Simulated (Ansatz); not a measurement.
`F[Si](F)(F)S` + HI → `F[Si](F)(F)I` + H₂S at 700 K and 1 bar (ligand exchange at the Si–S bond).

Calculated with Ansatz (gas phase, PBE0-D4/def2-TZVP geometries, no zero-point term in ΔE). CCSD(T)/CBS adds triple-zeta CCSD(T) − MP2 to the extrapolated MP2 energy (def2 sets, frozen cores). This one scheme is used for every species. Elements past krypton have def2 core potentials. For I outer-core shells are correlated without core-valence functions, which leaves a few kJ/mol of doubt a bond. Each species was taken in one conformer, which may not be the lowest.

```csv
species,CCSD(T)/CBS energy (Eh),H − E (kJ/mol),S (J/(mol·K))
`F[Si](F)(F)S`,-987.07717,111.5,420.2
HI,-298.03592,34.6,231.7
`F[Si](F)(F)I`,-886.14639,82.0,406.6
H₂S,-398.97279,64.8,236.9
```

H − E and S are ideal-gas, rigid-rotor, harmonic terms from PBE0-D4/def2-TZVP, for one conformer and one mirror image of each species. 1 Eh = 2625.50 kJ/mol, R = 8.31446 J/(mol·K).

Task: By hand: ΔE, ΔH, ΔS and ΔG.

Result: ΔE = (-886.14639) + (-398.97279) − (-987.07717) − (-298.03592) = -0.00609 Eh = -16.0 kJ/mol. Δ(H − E) = 82.0 + 64.8 − 111.5 − 34.6 = 0.7, so ΔH = -15.3 kJ/mol. ΔS = 406.6 + 236.9 − 420.2 − 231.7 = -8.4 J/(mol·K). ΔG = -15.3 − 700 × (-8.4)/1000 = -9.4 kJ/mol.

Task: By hand: the equilibrium constant, and the temperature at which ΔG would vanish if ΔH and ΔS stayed fixed.

Result: log₁₀ K = −ΔG/(RT ln 10) = 0.7. ΔG = 0 at ΔH/ΔS = 1821 K, though so small a ΔS makes that figure unsure.

TΔS isn't small against ΔH here. A doubt of 5 kJ/mol in ΔE shifts log₁₀ K by 0.4 here. Other conformers and mirror images would add mixing entropy, several J/(mol·K) or more a flexible species. These are equilibria of isolated gas molecules and say nothing of rates. Largest T1 diagnostic: 0.012 (customary marks: 0.02 for closed shells, 0.045 for open ones).
